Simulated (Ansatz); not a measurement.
Molecule: BiI₂ (charge -1, singlet). 
Structure (B3LYP-D3(BJ)/def2-TZVP (Ansatz, a first-principles code) minimum search):
```
Bi
I 1 2.9399
I 1 2.9399 2 101.91
```
Charge -1, spin multiplicity 1.

Basis-set convergence of Hartree-Fock and CCSD correlation energies (hartree) with Ansatz. Valence correlation only, unless marked. No spin-orbit coupling. The frozen core is the preceding noble-gas configuration, with the filled d and f shells of earlier blocks. In def2 rows, elements after Kr have scalar-relativistic effective core potentials. This anion needs diffuse functions, which these sets lack.

The Hartree-Fock reference is unstable (checked in the largest basis), which strains HF and MP2. 

```
basis       functions       E(HF)  E(corr, CCSD)
----------  ---------  ----------  -------------
def2-SVP           78  -807.00728       -0.29133
def2-TZVPP        150  (withheld)     (withheld)
```

Q: What belongs in the gaps?

A: 
- def2-TZVPP, E(HF): -807.03574
- def2-TZVPP, E(corr, CCSD): -0.40936
